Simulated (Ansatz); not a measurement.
Program: Ansatz 0.2.0.

A structure relaxed at PBE0-D4/def2-TZVP, charge 0, multiplicity 1:

```xyz
10

N    -0.1128   -0.3007   -2.1280
B    -0.4432    0.0865   -0.8325
O     0.3741   -0.2917    0.2092
Si    0.3558    0.0504    1.7974
F     1.3144    1.2918    2.0815
H    -0.6715   -0.0557   -2.9247
H     0.7097   -0.8400   -2.3407
H    -1.4332    0.7351   -0.6320
H    -1.0028    0.4326    2.2443
H     0.9094   -1.1084    2.5257
```

Task: Give its formula and SMILES.

Result: BFH5NOSi, `NBO[SiH2]F`.

Task: Summarise the bond lengths by kind.

Result: 1 × B–N 1.392 Å; 2 × H–N 1.003 to 1.006 Å; 1 × B–O 1.377 Å; 1 × B–H 1.200 Å; 1 × O–Si 1.625 Å; 1 × F–Si 1.594 Å; 2 × H–Si 1.476 to 1.480 Å.
